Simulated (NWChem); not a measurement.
Molecule: C4H5F; SMILES C=C/C=C/F

Results from NWChem. Pople sets run with spherical d functions. Structure relaxed at the B3LYP/6-31G* (spherical d) level. Level: B3LYP/6-31G* with SMD, gas-phase geometry; reactions with the solvents are ignored. One conformer.

| SMD term (kcal/mol) | water | toluene |
|---|---|---|
| distortion of the solute's density | 0.43 | 0.13 |
| polarisation | -4.08 | -2.17 |
| cavity, dispersion and structure | 4.48 | -0.56 |

### Question
Sum the solvation free energies, find the transfer free energy from water to toluene and the partition coefficient at 298.15 K.

### Answer

1. ΔG(solv, water) = 0.83 kcal/mol and ΔG(solv, toluene) = -2.60 kcal/mol (1 M gas to 1 M solution).
2. Transfer: -2.60 − (0.83) = -3.43 kcal/mol.
3. log₁₀ K(toluene/water) = −ΔG/(RT ln 10) = 3.43/1.364 = 2.5, so the model puts more of the solute in toluene.
4. Of the transfer energy, 1.61 kcal/mol is electrostatic and -5.04 comes from the non-electrostatic term. The two phases are taken as the pure solvents.
